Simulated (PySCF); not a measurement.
Cl3Ga (SMILES [Cl][Ga]([Cl])[Cl]), singlet, geometry from GFN2-xTB (such geometries of metal compounds can be far from the true shape); PySCF with HF/def2-SV(P).

The PySCF input:
```python
from pyscf import gto, scf

mol = gto.Mole()
mol.atom = '''
    Ga    0.00000000    0.00000000   -0.00000000
    Cl   -1.75999983   -1.10581726   -0.20820478
    Cl    0.10032532    1.95214694   -0.73677512
    Cl    1.65967451   -0.84632969    0.94497990
'''
mol.basis = 'def2-sv(p)'
mol.verbose = 5
mol.build()

mf = scf.RHF(mol)
mf.kernel()
mf.analyze()
```

The log (banner, timings and long lists left out):

```
PySCF version 2.14.0

[INPUT] verbose = 5
[INPUT] max_memory = 4000
[INPUT] num. atoms = 4
[INPUT] num. electrons = 82
[INPUT] charge = 0
[INPUT] spin (= nelec alpha-beta = 2S) = 0
[INPUT] symmetry False subgroup None
[INPUT] Mole.unit = angstrom
[INPUT] Symbol           X                Y                Z      unit          X                Y                Z       unit  Magmom
[...]
[INPUT] ---------------- BASIS SET ----------------
[INPUT] l, kappa, [nprim/nctr], expnt,             c_1 c_2 ...
[INPUT] Ga
[...]
                                13189.496402      0.010938894097
                                3000.9482141      0.054308200127
                                847.38425966      0.18951055983
                                276.00980642      0.38615185918
                                95.216672071      0.30051082719
[...]
                                21.827051433      0.64831322918
                                9.0026963761      0.44358383594
[...]
                                2.6707724878      0.72946861516
                                1.125283417       0.46214976951
[...]
                                275.38062789      0.068456273343
                                87.37507307       0.26922293888
                                31.59725467       0.53507897882
                                11.824122798      0.3527906276
[...]
                                2.519985324       0.56871947608
                                1.0169726306      0.27717694939
[...]
                                18.504656747      0.15099463976
                                6.3179620632      0.37485328545
                                2.1641389426      0.47510606851
[...]
[INPUT] Cl
[...]
                                1571.7365221      0.014754727977
                                357.12065523      0.066679112875
                                100.25185935      0.17228924084
                                30.812727554      0.158837861
[...]
                                5.7045760975      0.60841752753
                                2.3508376809      0.54352153355
[...]
                                72.102015515      -0.063563355471
                                22.532680262      -0.24016428276
                                7.8991765444      -0.47798866557
                                2.8767268321      -0.38515850005
[...]
nuclear repulsion = 527.301711828215
number of shells = 36
number of NR pGTOs = 182
number of NR cGTOs = 86
basis = def2-sv(p)
ecp = {}

******** <class 'pyscf.scf.hf.RHF'> ********
method = RHF
initial guess = minao
damping factor = 0
level_shift factor = 0
DIIS = <class 'pyscf.scf.diis.CDIIS'>
diis_start_cycle = 1
diis_space = 8
diis_damp = 0
SCF conv_tol = 1e-09
SCF conv_tol_grad = None
SCF max_cycles = 50
direct_scf = True
direct_scf_tol = 1e-13
Set gradient conv threshold to 3.16228e-05
Initial guess from minao.
E1 = -5642.115840447441  E2 = 1813.8017034882769  Ecoul = 1970.0373053776473  Exc = -156.2356018893704
init E= -3301.01242513095
cond(S) = 125.77845019693608
[...]
  mo_energy =
[-3.78727686e+02 -1.04867312e+02 -1.04867288e+02 -1.04867288e+02
 -4.81027053e+01 -4.24404400e+01 -4.24404400e+01 -4.24401308e+01
 -1.06387929e+01 -1.06383445e+01 -1.06383445e+01 -8.10731735e+00
 -8.10720728e+00 -8.10720728e+00 -8.10500110e+00 -8.10499418e+00
 -8.10499418e+00 -8.10498216e+00 -8.10498216e+00 -8.10497582e+00
 -6.37327113e+00 -4.45750905e+00 -4.45750905e+00 -4.44969413e+00
 -1.27135273e+00 -1.21567864e+00 -1.21567864e+00 -1.16275219e+00
 -1.16275219e+00 -1.14134443e+00 -1.10765264e+00 -1.10765264e+00
 -6.76208668e-01 -5.28316731e-01 -5.28316731e-01 -4.95028608e-01
 -4.58948792e-01 -4.58948791e-01 -4.57013294e-01 -4.57013294e-01
 -4.43558434e-01 -1.56668499e-02  5.20325965e-02  1.76491082e-01
  1.76491082e-01  1.93537022e-01  3.80883026e-01  3.80883027e-01
  4.03731746e-01  4.92342741e-01  4.92342741e-01  5.75850149e-01
  5.96513958e-01  5.96513959e-01  7.65347644e-01  7.65347645e-01
  8.25598838e-01  9.50244301e-01  9.68743150e-01  9.68743150e-01
  9.69919065e-01  9.70653291e-01  9.70653291e-01  9.72466398e-01
  1.00190778e+00  1.04273694e+00  1.04273694e+00  1.04398935e+00
  1.04398935e+00  1.05522786e+00  1.12943986e+00  1.16900942e+00
  1.16900942e+00  1.21085590e+00  1.21890529e+00  1.21890529e+00
  1.41184790e+00  1.41184790e+00  1.53354495e+00  1.53354495e+00
  1.54283587e+00  2.44657347e+00  2.44657347e+00  2.47742714e+00
  2.59447070e+00  2.59447070e+00]
E1 = -5636.892294386814  E2 = 1808.407372399039  Ecoul = 1964.8453536335971  Exc = -156.43798123455804
cycle= 1 E= -3301.18321015956  delta_E= -0.171  |g|= 0.466  |ddm|= 2.33
[...]
  mo_energy =
[-3.79125304e+02 -1.04743385e+02 -1.04743366e+02 -1.04743366e+02
 -4.84799733e+01 -4.28235416e+01 -4.28212964e+01 -4.28212964e+01
 -1.05240620e+01 -1.05240620e+01 -1.05240524e+01 -7.99756256e+00
 -7.99756256e+00 -7.99755879e+00 -7.99407182e+00 -7.99406385e+00
 -7.99406384e+00 -7.99384751e+00 -7.99384751e+00 -7.99384240e+00
 -6.67251900e+00 -4.76625587e+00 -4.76424507e+00 -4.76424507e+00
 -1.47084753e+00 -1.47082546e+00 -1.47082546e+00 -1.46712206e+00
 -1.46712206e+00 -1.12210061e+00 -1.09025904e+00 -1.09025904e+00
 -6.46815533e-01 -5.46453357e-01 -5.46453356e-01 -5.13832696e-01
 -4.80179334e-01 -4.80179334e-01 -4.79535457e-01 -4.79535456e-01
 -4.62757554e-01  2.16787131e-02  3.08197381e-02  1.61564395e-01
  1.72343686e-01  1.72343687e-01  3.06903820e-01  3.22678100e-01
  3.22678101e-01  4.15522202e-01  4.15522202e-01  4.95844463e-01
  5.63871423e-01  5.63871423e-01  8.08471700e-01  8.08471700e-01
  8.66400428e-01  9.98540482e-01  1.01154205e+00  1.02509022e+00
  1.02509022e+00  1.02856365e+00  1.02856365e+00  1.03142772e+00
  1.04167856e+00  1.07276430e+00  1.07276430e+00  1.08042537e+00
  1.08042537e+00  1.09153558e+00  1.18053775e+00  1.20432479e+00
  1.20432479e+00  1.25761135e+00  1.25761135e+00  1.25888281e+00
  1.43552579e+00  1.43552579e+00  1.53832340e+00  1.53832340e+00
[...]
converged SCF energy = -3301.24765228123
Total Energy =                       -3301.247652281229875
[...]
1 Cl 1s         -0.00045  -0.00000  -0.00000  -0.00001   0.00010
1 Cl 2s          0.00061   0.00000   0.00000  -0.00005  -0.00005
1 Cl 3s         -0.00871  -0.00000  -0.00000   0.00385  -0.00507
1 Cl 4s          0.25273   0.00000   0.00000  -0.00420  -0.00145
1 Cl 2px        -0.00084  -0.00001  -0.00001  -0.00001   0.00016
1 Cl 2py        -0.00053   0.00001   0.00002  -0.00000   0.00010
1 Cl 2pz        -0.00010   0.00001   0.00004  -0.00000   0.00002
1 Cl 3px        -0.01209  -0.00046  -0.00127   0.00604  -0.00782
1 Cl 3py        -0.00760   0.00050   0.00137   0.00380  -0.00512
1 Cl 3pz        -0.00143   0.00126   0.00345   0.00072  -0.00084
1 Cl 4px         0.34418   0.00439   0.01204   0.02179  -0.05112
1 Cl 4py         0.21625  -0.00474  -0.01299   0.01369  -0.02958
1 Cl 4pz         0.04072  -0.01196  -0.03278   0.00258  -0.00705
1 Cl 3dxy        0.21780   0.01279  -0.01027   0.07798  -0.08580
1 Cl 3dyz       -0.01131  -0.02627  -0.01328   0.02765   0.00506
1 Cl 3dz^2      -0.17279   0.02360  -0.01555  -0.03108   0.07083
1 Cl 3dxz        0.07148  -0.00208  -0.03164  -0.00046  -0.03245
1 Cl 3dx2-y2     0.09961   0.01148   0.01669   0.04019  -0.04431
2 Cl 1s         -0.00045  -0.00000   0.00000  -0.00001  -0.00005
2 Cl 2s          0.00061   0.00000  -0.00000  -0.00005   0.00003
2 Cl 3s         -0.00871  -0.00000   0.00000   0.00385   0.00282
2 Cl 4s          0.25273   0.00000  -0.00000  -0.00420   0.00081
2 Cl 2px         0.00005  -0.00001   0.00001   0.00000  -0.00001
2 Cl 2py         0.00093   0.00001  -0.00001   0.00001   0.00010
2 Cl 2pz        -0.00035   0.00003  -0.00003  -0.00000  -0.00004
2 Cl 3px         0.00069  -0.00087   0.00103  -0.00034  -0.00262
2 Cl 3py         0.01342   0.00093  -0.00112  -0.00670  -0.00506
2 Cl 3pz        -0.00506   0.00236  -0.00281   0.00253   0.00104
2 Cl 4px        -0.01962   0.00823  -0.00982  -0.00124   0.02749
2 Cl 4py        -0.38176  -0.00888   0.01060  -0.02417  -0.02873
2 Cl 4pz         0.14408  -0.02241   0.02675   0.00912   0.02148
2 Cl 3dxy        0.03366   0.00125   0.01702   0.00202  -0.05340
2 Cl 3dyz       -0.18684   0.02446  -0.01866  -0.04477  -0.06147
2 Cl 3dz^2      -0.12728  -0.00036   0.02980  -0.01230  -0.01606
2 Cl 3dxz        0.02516   0.02599   0.01303  -0.01957   0.02834
2 Cl 3dx2-y2    -0.19893  -0.01924   0.00299  -0.08297  -0.04304
3 Cl 1s         -0.00045   0.00000   0.00000  -0.00001  -0.00004
3 Cl 2s          0.00061  -0.00000  -0.00000  -0.00005   0.00002
3 Cl 3s         -0.00871   0.00000   0.00000   0.00385   0.00225
3 Cl 4s          0.25273  -0.00000  -0.00000  -0.00420   0.00064
3 Cl 2px         0.00079   0.00002   0.00000   0.00001   0.00006
3 Cl 2py        -0.00040  -0.00002  -0.00000  -0.00000  -0.00004
3 Cl 2pz         0.00045  -0.00004  -0.00001   0.00000   0.00004
3 Cl 3px         0.01141   0.00133   0.00023  -0.00570  -0.00469
3 Cl 3py        -0.00582  -0.00143  -0.00025   0.00291  -0.00060
3 Cl 3pz         0.00649  -0.00362  -0.00064  -0.00325  -0.00148
3 Cl 4px        -0.32456  -0.01262  -0.00222  -0.02055  -0.00385
3 Cl 4py         0.16551   0.01362   0.00239   0.01048   0.03873
3 Cl 4pz        -0.18480   0.03437   0.00604  -0.01170  -0.01676
3 Cl 3dxy       -0.13471  -0.01662  -0.00662  -0.06745  -0.05828
3 Cl 3dyz       -0.11967   0.00375   0.02796  -0.01706  -0.05485
3 Cl 3dz^2      -0.09538  -0.02765  -0.01363   0.00086  -0.00925
3 Cl 3dxz        0.19793  -0.02673   0.01500   0.05171   0.02717
3 Cl 3dx2-y2     0.10820   0.00798  -0.01677   0.04374  -0.03665
               #86
0 Ga 1s          0.00000
0 Ga 2s          0.00000
0 Ga 3s         -0.00000
0 Ga 4s         -0.00000
0 Ga 5s          0.00000
0 Ga 2px        -0.00001
0 Ga 2py         0.00001
0 Ga 2pz        -0.00001
0 Ga 3px         0.00026
0 Ga 3py        -0.00040
0 Ga 3pz         0.00025
0 Ga 4px         0.00269
0 Ga 4py        -0.00408
0 Ga 4pz         0.00260
0 Ga 5px        -0.02107
0 Ga 5py         0.03200
0 Ga 5pz        -0.02042
0 Ga 3dxy        0.00104
0 Ga 3dyz       -0.00031
0 Ga 3dz^2      -0.00020
0 Ga 3dxz       -0.00097
0 Ga 3dx2-y2    -0.00163
0 Ga 4dxy       -0.29486
0 Ga 4dyz        0.08808
0 Ga 4dz^2       0.05713
0 Ga 4dxz        0.27463
0 Ga 4dx2-y2     0.46256
0 Ga 5dxy        0.35757
0 Ga 5dyz       -0.10682
0 Ga 5dz^2      -0.06928
0 Ga 5dxz       -0.33304
0 Ga 5dx2-y2    -0.56094
1 Cl 1s         -0.00001
1 Cl 2s          0.00000
1 Cl 3s          0.00033
1 Cl 4s          0.00010
1 Cl 2px        -0.00000
1 Cl 2py        -0.00002
1 Cl 2pz         0.00001
1 Cl 3px         0.00182
1 Cl 3py        -0.00200
1 Cl 3pz         0.00146
1 Cl 4px        -0.01262
1 Cl 4py         0.03064
1 Cl 4pz        -0.01678
1 Cl 3dxy        0.04090
1 Cl 3dyz       -0.01440
1 Cl 3dz^2      -0.01134
1 Cl 3dxz       -0.03404
1 Cl 3dx2-y2    -0.06139
2 Cl 1s         -0.00008
2 Cl 2s          0.00004
2 Cl 3s          0.00422
2 Cl 4s          0.00120
2 Cl 2px         0.00001
2 Cl 2py         0.00015
2 Cl 2pz        -0.00005
2 Cl 3px         0.00121
2 Cl 3py        -0.00719
2 Cl 3pz         0.00329
2 Cl 4px        -0.02182
2 Cl 4py        -0.04775
2 Cl 4pz         0.01091
2 Cl 3dxy        0.05265
2 Cl 3dyz       -0.05121
2 Cl 3dz^2      -0.05312
2 Cl 3dxz       -0.00515
2 Cl 3dx2-y2    -0.06761
3 Cl 1s          0.00009
3 Cl 2s         -0.00005
3 Cl 3s         -0.00456
3 Cl 4s         -0.00130
3 Cl 2px        -0.00014
3 Cl 2py         0.00006
3 Cl 2pz        -0.00008
3 Cl 3px         0.00602
3 Cl 3py        -0.00454
3 Cl 3pz         0.00401
3 Cl 4px         0.05086
3 Cl 4py        -0.00782
3 Cl 4pz         0.02178
3 Cl 3dxy        0.03122
3 Cl 3dyz        0.02834
3 Cl 3dz^2       0.04029
3 Cl 3dxz       -0.07702
3 Cl 3dx2-y2    -0.06672
 ** Mulliken pop on meta-lowdin orthogonal AOs  **
 ** Mulliken pop  **
 ** Mulliken atomic charges  **
charge of    0Ga =      0.81053
charge of    1Cl =     -0.27018
charge of    2Cl =     -0.27018
charge of    3Cl =     -0.27018
Dipole moment(X, Y, Z, Debye):  0.00000,  0.00000, -0.00000
```
